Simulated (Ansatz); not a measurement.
C₂H₈AlClS (`[CH3][Al-]([CH3])([SH2+])[Cl]`). Total charge 0; spin multiplicity 1.

Cartesian coordinates in Å:
```
C -0.226 1.472 0.977
Al -0.135 -0.405 0.434
C 1.537 -1.303 -0.027
S -1.241 -0.306 -1.881
Cl -1.694 -1.658 1.221
H 0.388 2.119 0.341
H -1.248 1.861 0.970
H 0.149 1.588 2.000
H 2.127 -1.498 0.875
H 2.164 -0.699 -0.690
H 1.366 -2.269 -0.511
H -2.392 0.205 -1.412
H -0.796 0.893 -2.298
```

Problem. List the harmonic frequencies (cm⁻¹, unscaled) at PBE0-D4/def2-TZVP in Ansatz. (Estimate.)

Solution. The calculation gave: 86, 88, 101, 109, 118, 154, 156, 161, 230, 423, 429, 481, 597, 602, 622, 691, 711, 736, 1195, 1219, 1221, 1439, 1443, 1445, 1451, 2706, 2724, 3030, 3033, 3106, 3108, 3117, 3122.

Problem. Is this a minimum?

Solution. Yes, all 33 modes are real.

Problem. Give the ideal-gas thermochemistry at 298.15 K and 1 bar (rigid rotor, harmonic oscillator; point group C1, symmetry number 1).

Solution. Zero-point energy 238.4 kJ/mol; H(298) − E = 268.6 kJ/mol; entropy 422.1 J/(mol·K), of which translation 169.2, rotation 119.9, vibration 133.0; G(298) − E = 142.8 kJ/mol. Modes under 100 cm⁻¹ are hindered rotations or soft bends, so the harmonic entropy is rough.

Problem. And at 400, 500, 600, 800 and 1000 K?

Solution. 
| T (K) | H − E (kJ/mol) | S (J/mol/K) | G − E (kJ/mol) |
| --- | --- | --- | --- |
| 400 | 285.0 | 469.0 | 97.3 |
| 500 | 302.8 | 508.8 | 48.4 |
| 600 | 322.1 | 543.9 | -4.3 |
| 800 | 364.3 | 604.5 | -119.3 |
| 1000 | 410.3 | 655.8 | -245.4 |
